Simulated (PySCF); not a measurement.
## Radial density of Ga⁺ (gallium, charge +1)

UHF, [Ar] 3d10 4s2, closed-shell 1S. Computed with PySCF 2.14 in pcseg-2, with no relativity, point nucleus.

| r (bohr) | 4πr²ρ (e/bohr) |
| --- | --- |
| 0.000954 | 0.2201 |
| 0.00160 | 0.5984 |
| 0.00270 | 1.581 |
| 0.00454 | 3.993 |
| 0.00764 | 9.323 |
| 0.0128 | 19.12 |
| 0.0216 | 31.66 |
| 0.0363 | 37.55 |
| 0.0611 | 31.50 |
| 0.103 | 35.11 |
| 0.173 | 42.78 |
| 0.291 | 23.57 |
| 0.489 | 26.11 |
| 0.823 | 17.27 |
| 1.38 | 3.821 |
| 2.33 | 1.092 |
| 3.92 | 0.1773 |
| 6.59 | 0.003227 |
